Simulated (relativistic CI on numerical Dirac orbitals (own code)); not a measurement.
Cu2+ in a cubic cluster: 2p photoemission with charge transfer

Computed with a charge-transfer multiplet model of a cubic metal-ligand cluster with up to one ligand hole, Slater and spin-orbit integrals from Dirac-Coulomb-Breit ions, Slater integrals scaled by 0.9. The ground state mixes d9 with configurations of k ligand holes L, whose averages lie at kΔ + k(k − 1)U_dd/2; a core hole lowers each added d electron by U_cd. 20 K, Lorentzian 0.6 eV and Gaussian 0.8 eV FWHM.

Atomic integrals in eV (Slater integrals scaled, ζ unscaled), ground: F2dd 12.450, F4dd 7.768, zeta_d 0.099; with the core hole: F2dd 12.450, F4dd 7.768, zeta_d 0.138, zeta_core 13.377, F2cd 7.943, G1cd 6.088, G3cd 3.464.

Cluster parameters (eV): Δ = 2, U_dd = 8.5, U_cd = 10.5, 10Dq(ligand) = 0.5, V(eg) = 1.95, V(t2g) = -0.88, final-state hopping factor = 0.9.

| Case | n_d | d9 | d10L | S |
| --- | --- | --- | --- | --- |
| 10Dq = 0 eV | 9.30 | 0.70 | 0.30 | 0.50 |
| 10Dq = 0.9 eV | 9.25 | 0.75 | 0.25 | 0.50 |
| 10Dq = 1.2 eV | 9.24 | 0.76 | 0.24 | 0.50 |
| 10Dq = 1.5 eV | 9.22 | 0.78 | 0.22 | 0.50 |
| 10Dq = 1.8 eV | 9.21 | 0.79 | 0.21 | 0.50 |

Weights, n_d and S are thermal averages at 20 K. Binding energies count from the first peak over 30 % of the highest in each spectrum, which can be another peak from case to case. The parameters are a model scan and need not match a compound or its usual spin state. Peaks in eV (height, largest 100):
- 10Dq = 0 eV: 0.0 (100), 7.9 (40), 9.4 (30), 11.2 (32), 20.0 (49), 29.8 (34)
- 10Dq = 0.9 eV: 0.0 (100), 7.8 (65), 10.9 (35), 20.1 (49), 28.2 (24), 29.7 (38)
- 10Dq = 1.2 eV: 0.0 (100), 7.7 (74), 10.7 (36), 20.1 (49), 28.1 (29), 29.6 (38)
- 10Dq = 1.5 eV: 0.0 (100), 7.6 (83), 10.5 (37), 20.1 (49), 28.0 (33), 29.5 (38)
- 10Dq = 1.8 eV: 0.0 (100), 7.5 (91), 10.4 (38), 20.1 (49), 27.9 (37), 29.4 (37)

For the case 10Dq = 0.9 eV, Δ = 2 eV is smaller than U_dd = 8.5 eV, the charge-transfer side of the Zaanen-Sawatzky-Allen scheme. With the core hole the average of the configuration with one ligand hole lies at Δ − U_cd = -8.5 eV before mixing: it lies below the unscreened one, so the lowest final states are mostly screened and the unscreened weight appears at higher binding energy as a satellite.
